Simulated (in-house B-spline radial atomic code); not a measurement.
**Mg+: [Ne] 3s1**

Method: non-relativistic PW91, spin-polarised, spherical fractional occupations, point nucleus. Calculated with a radial B-spline atomic code at the basis-set limit.

Screening seen three ways: the hydrogenic charge with the same mean radius, Z_r = [3n² - l(l+1)]/(2<r>), the one with the same energy, Z_e = n√(-2ε), and Slater's rules. Values are occupation-weighted means over spin.

```csv
shell,electrons,ε (eV),<r> (bohr),Z_r,Z_e,Slater
1s,2,-1267,0.1309,11.46,9.65,11.70
2s,2,-88.593,0.6983,8.59,5.10,7.85
2p,6,-55.767,0.6876,7.27,4.05,7.85
3s,1,-11.953,2.769,4.88,2.81,3.20
```

The least bound orbital is 3s up at -11.95 eV, and it is also the most diffuse (<r> = 2.769 bohr).

The density falls to 0.001 bohr⁻³ at 3.789 bohr; Σ<r²> = 13.696 bohr² gives, by the non-relativistic formula and without the paramagnetism of open shells, a Langevin diamagnetic susceptibility of -10.85×10⁻⁶ cm³/mol.
